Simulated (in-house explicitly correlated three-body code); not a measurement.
Computed with an exponentially correlated three-body code. Model: two electrons around a point charge, non-relativistic, variational in 260 exponentially correlated functions (energies converged to about 1e-7 hartree, or 1e-8 relative for large Z).

For two electrons in a singlet the Kohn-Sham orbital is the square root of half the density, so the exact Kohn-Sham potential and energy parts follow from the density alone, and exchange is minus half the Hartree energy. The Kohn-Sham level equals minus the binding energy of the second electron.

Command:
```bash
python run_hyl.py task.json out
```
Settings (lengths in bohr, energies in hartree):
```
Z                      2.82
interaction_strength   1
functions              260
states_tried           13
```

Time taken, with all properties: 31 s on 1 thread of Intel(R) Xeon(R) Platinum 8488C (Sapphire Rapids) (shared host).

**Those bound S and P states to n = 4 that converged, binding against the one-electron ion.**

Given: nuclear charge 2.82.

Computed: one-electron threshold -3.9762 hartree.

| term | energy (hartree) | binding (eV) | quantum defect |
| --- | --- | --- | --- |
| 1 1S | -6.34465205 | 64.449 | 0.16377 |
| 2 3S | -4.48998045 | 13.981 | 0.20457 |
| 2 1S | -4.42764029 | 12.284 | 0.084614 |
| 2 3P | ? | ? | ? |
| 2 1P | -4.38479946 | 11.119 | -0.013295 |
| 3 3S | -4.18702177 | 5.7368 | 0.19716 |
| 3 1S | -4.17071602 | 5.2931 | 0.082044 |
| 3 3P | -4.16735776 | 5.2017 | 0.056525 |
| 3 1P | -4.15854112 | 4.9618 | -0.013798 |
| 4 3S | -4.09058977 | 3.1127 | 0.19493 |
| 4 1S | ? | ? | ? |
| 4 3P | -4.08271655 | 2.8985 | 0.056809 |
| 4 1P | -4.07900072 | 2.7974 | -0.013824 |

Question: What belongs in the row 2 3P?

Answer: energy (hartree): -4.41414687; binding (eV): 11.917; quantum defect: 0.055331.

Question: What belongs in the row 4 1S?

Answer: energy (hartree): -4.08405567; binding (eV): 2.9349; quantum defect: 0.081364.

**Electric-dipole lines between converged S and P states, rate of the upper state's decay.**

```json
{"s state": "1 1S", "p state": "2 1P", "p minus s (eV)": "53.33", "oscillator strength from s": "0.43272", "rate (1/s)": "1.7801e+10"}
{"s state": "1 1S", "p state": "3 1P", "p minus s (eV)": "59.487", "oscillator strength from s": "0.10617", "rate (1/s)": "5.4342e+09"}
{"s state": "1 1S", "p state": "4 1P", "p minus s (eV)": "61.652", "oscillator strength from s": "0.042071", "rate (1/s)": "2.3129e+09"}
{"s state": "2 1S", "p state": "2 1P", "p minus s (eV)": "?", "oscillator strength from s": "?", "rate (1/s)": "?"}
{"s state": "2 1S", "p state": "3 1P", "p minus s (eV)": "7.3226", "oscillator strength from s": "0.24411", "rate (1/s)": "1.8932e+08"}
{"s state": "2 1S", "p state": "4 1P", "p minus s (eV)": "9.487", "oscillator strength from s": "0.070122", "rate (1/s)": "9.1285e+07"}
{"s state": "3 1S", "p state": "2 1P", "p minus s (eV)": "-5.8255", "oscillator strength from s": "-0.099751", "rate (1/s)": "1.4689e+08"}
{"s state": "3 1S", "p state": "3 1P", "p minus s (eV)": "0.3313", "oscillator strength from s": "0.392", "rate (1/s)": "622310"}
{"s state": "3 1S", "p state": "4 1P", "p minus s (eV)": "2.4957", "oscillator strength from s": "0.24992", "rate (1/s)": "2.2515e+07"}
{"s state": "4 1S", "p state": "2 1P", "p minus s (eV)": "-8.1837", "oscillator strength from s": "-0.01953", "rate (1/s)": "5.6756e+07"}
{"s state": "4 1S", "p state": "3 1P", "p minus s (eV)": "-2.0269", "oscillator strength from s": "-0.21564", "rate (1/s)": "3.844e+07"}
{"s state": "4 1S", "p state": "4 1P", "p minus s (eV)": "0.13755", "oscillator strength from s": "0.54138", "rate (1/s)": "148160"}
{"s state": "2 3S", "p state": "2 3P", "p minus s (eV)": "2.0635", "oscillator strength from s": "0.3344", "rate (1/s)": "2.0596e+07"}
{"s state": "2 3S", "p state": "3 3P", "p minus s (eV)": "8.779", "oscillator strength from s": "0.17036", "rate (1/s)": "1.8991e+08"}
{"s state": "2 3S", "p state": "4 3P", "p minus s (eV)": "11.082", "oscillator strength from s": "0.053685", "rate (1/s)": "9.5366e+07"}
{"s state": "3 3S", "p state": "2 3P", "p minus s (eV)": "?", "oscillator strength from s": "?", "rate (1/s)": "?"}
{"s state": "3 3S", "p state": "3 3P", "p minus s (eV)": "0.53508", "oscillator strength from s": "0.55651", "rate (1/s)": "2.3047e+06"}
{"s state": "3 3S", "p state": "4 3P", "p minus s (eV)": "2.8383", "oscillator strength from s": "0.16748", "rate (1/s)": "1.9514e+07"}
{"s state": "4 3S", "p state": "2 3P", "p minus s (eV)": "-8.8044", "oscillator strength from s": "-0.022659", "rate (1/s)": "7.6216e+07"}
{"s state": "4 3S", "p state": "3 3P", "p minus s (eV)": "-2.089", "oscillator strength from s": "-0.27261", "rate (1/s)": "5.162e+07"}
{"s state": "4 3S", "p state": "4 3P", "p minus s (eV)": "0.21424", "oscillator strength from s": "0.7631", "rate (1/s)": "506620"}
```

Question: What belongs in the row 2 1S 2 1P?

Answer: p minus s (eV): 1.1658; oscillator strength from s: 0.23058; rate (1/s): 4.5324e+06.

Question: What belongs in the row 3 3S 2 3P?

Answer: p minus s (eV): -6.1804; oscillator strength from s: -0.12588; rate (1/s): 2.0864e+08.

**Exact Kohn-Sham parts of the ground state from its density.**

Computed: total energy -6.34465205 hartree; Kohn-Sham kinetic 6.3052 hartree; Hartree energy 3.0768 hartree; exchange energy -1.5384 hartree; DFT correlation energy -0.043326 hartree; kinetic part of the DFT correlation energy 0.039412 hartree; potential part of the DFT correlation energy -0.082738 hartree; exact minus restricted Hartree-Fock -0.043306 hartree; Kohn-Sham level -64.449 eV; dipole polarisability 0.25684 bohr³.

Question: What is the C6 of two such species?

Answer: 0.12025 hartree·bohr⁶.

Question: What is the restricted Hartree-Fock level?

Answer: -64.794 eV.

**Functionals on the exact density and self-consistent, errors are functional minus exact, hybrids only self-consistent, a dash where a self-consistent run leaves the top level unbound.**

| result | exchange error (millihartree) | correlation error (millihartree) | functional driven error (millihartree) | density driven error (millihartree) | self consistent total error (millihartree) | top level plus exact binding (eV) |
| --- | --- | --- | --- | --- | --- | --- |
| revTPSS | -3.7349 | -4.8083 | -8.5432 | -0.17882 | -8.7221 | 12.877 |
| B3LYP VWN-RPA | - | - | - | - | ? | ? |
| AM05 | 165.19 | -70.996 | 94.194 | -1.3525 | 92.841 | 14.79 |
| LDA PW92 | 214.78 | -87.865 | 126.92 | -2.0152 | 124.9 | 14.79 |
| TPSS | -4.2892 | -2.0187 | -6.3079 | -0.28982 | -6.5977 | 13.123 |
| r2SCAN0 | - | - | - | - | -0.30852 | 9.3092 |
| SCAN | -4.6669 | 3.3167 | -1.3502 | -0.28899 | -1.6392 | 12.708 |
| RPBE | -3.2173 | -1.0399 | -4.2572 | -1.1997 | -5.4569 | 13.956 |
| M06-L | -17.63 | -1.0498 | -18.68 | -2.2839 | -20.964 | 12.57 |
| PBE | 23.036 | -1.0399 | 21.996 | -1.106 | 20.89 | 14.084 |
| OLYP | 3.0353 | -3.7952 | -0.75992 | -1.4388 | -2.1987 | 13.897 |
| PW91 | 18.358 | -6.5548 | 11.803 | -1.1449 | 10.659 | 13.91 |
| PBEsol | 90.508 | -12.723 | 77.785 | -1.1451 | 76.64 | 14.597 |
| BLYP | 4.9237 | -3.7952 | 1.1285 | -1.4654 | -0.33691 | 13.804 |
| PBE0 | - | - | - | - | 15.773 | 10.299 |
| r2SCAN | -4.6669 | 3.3167 | -1.3502 | -0.28899 | -1.6392 | 12.708 |
| BP86 | 4.9237 | -1.602 | 3.3216 | -0.7157 | 2.6059 | 13.94 |
| LDA VWN5 | 214.78 | -88.48 | 126.3 | -2.0039 | 124.3 | 14.782 |
| wB97X | - | - | - | - | ? | ? |
| HSE06 | - | - | - | - | 13.822 | 10.7 |

Question: What belongs in the row B3LYP VWN-RPA?

Answer: self consistent total error (millihartree): -7.4103; top level plus exact binding (eV): 10.685.

Question: What belongs in the row wB97X?

Answer: self consistent total error (millihartree): -5.0435; top level plus exact binding (eV): 7.9625.

The density-driven part is never positive, since each functional's own density lowers its energy. Here it is small beside the functional-driven part (median ratio 0.097), the normal case. The correlation energy of density-functional theory lies 0.02 millihartree below exact minus Hartree-Fock, because the Hartree-Fock density, unlike the exact one, minimises the Hartree-Fock energy.
